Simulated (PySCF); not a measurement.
# Spinor energies of Mn²⁺ (manganese, charge +2)

Start: [Ar] 3d5; 3d3/2 filled at m_j = -3/2, -1/2, +1/2, +3/2; 3d5/2 filled at m_j = +5/2. Calculated with PySCF 2.14 in x2c-TZVPPall-2c (6s7p4d2f1g, 70 functions): generalised Hartree-Fock with the X2C-1e Hamiltonian and a Gaussian nucleus; one run each with spin-orbit coupling (SO) switched off, then screened by Boettger's factors.

```csv
spinor shell,electrons,"ε, spin-free (eV)","ε, screened SO (eV)",weight of nominal j (screened SO),"rms radius, screened SO (bohr)"
1s1/2,2,-6616.3,-6616.2,1.000,0.0703
2s1/2,2,-820.97,-820.96,1.000,0.302
2p1/2,2,-694.64,-702.11,0.977,0.271
2p3/2,4,-694.64,-690.98,0.989,0.274
3s1/2,2,-123.08,-123.08,1.000,0.917
3p1/2,2,-85.422,-85.884,0.664,0.983
3d3/2,4,-34.818,-34.832,0.509,1.24
3d5/2,1,-34.818,-34.757,1.000,1.25
```

Task: Where does 3p3/2 lie, and what is the 3p spin-orbit splitting (screened SO)?

Result: At -85.200 eV, 0.684 eV above 3p1/2.

```tsv
quantity	spin-free	screened SO
E (hartree)	-1156.59887	-1156.61422
M_J	5/2	5/2
⟨J²⟩	8.751	8.751
⟨L²⟩	0.000	0.002
⟨S²⟩	8.751	8.749
```

Each row is a mean over spinors that exchange with the open shell spreads, by up to 14.159 eV (3p3/2).

Rows whose weight is well below 1 are mixtures of j = l ± 1/2: exchange outweighs spin-orbit coupling there, and the label is only the starting occupation.

Without spin-orbit coupling the j labels of p, d and f shells carry no meaning; the spin-free column gives the mean over the occupied spinors of each nl shell.
